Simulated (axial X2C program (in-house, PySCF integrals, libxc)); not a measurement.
**Correcting the dissociation energy of RbO for spin–orbit coupling**

A spin-free CCSD(T) curve (one-electron X2C) was computed with an in-house relativistic program for diatomic molecules, basis Rb dyall-cv3z [12s13p8d4f1g], O dyall-av3z [7s6p3d2f] (cores contracted in-house), for the state M_S = 1/2, Λ = 0 (beyond evenly filled blocks: σα). It gives D0 = 2.723 eV to Rb + O, which in a spin-free picture are the weighted means of the ground terms.

Correlated methods: 15 electrons correlated (number of frozen shells: Rb 3 s, 2 p, 1 d; O 1 s), 261 virtual spin orbitals or spinors in MP2, 90 natural virtuals in coupled cluster.

Measured levels of the ground terms (NIST Handbook of Basic Atomic Spectroscopic Data), in cm⁻¹: Rb 2S: J = 1/2 at 0; O 3P: J = 2 at 0, J = 1 at 158.3, J = 0 at 227.

The molecular state has Λ = 0, so it has no first-order lowering.

(1) How far does each ground level lie under the (2J+1)-weighted mean of its term?

(2) Correct D0.

Second-order spin–orbit effects in the molecule, which grow quickly with Z, are left out. The state is a single determinant with fixed occupations, the lowest that a limited PBE0 search found. De is counted from the lowest determinant-based energies of the atoms at the same level, without counterpoise correction. CCSD and (T) use frozen natural virtuals with an MP2 correction for the truncation; (T) itself is uncorrected, so its De runs slightly low. PBE0 can misorder states that lie within some tenths of an eV, so this need not be the ground state of the molecule. The nearest other spin-free determinant of the search, M_S = 1/2, Λ = 1, lies 0.30 eV up at the distance of the search.

Answers

(1) Rb: a single level, 0; O: (5 × 0 + 3 × 158.3 + 1 × 227)/9 = 78 cm⁻¹.

(2) D0 = 2.723 + (0 − 78)/8065.5 = 2.713 eV at CCSD(T) with these spin–orbit terms.
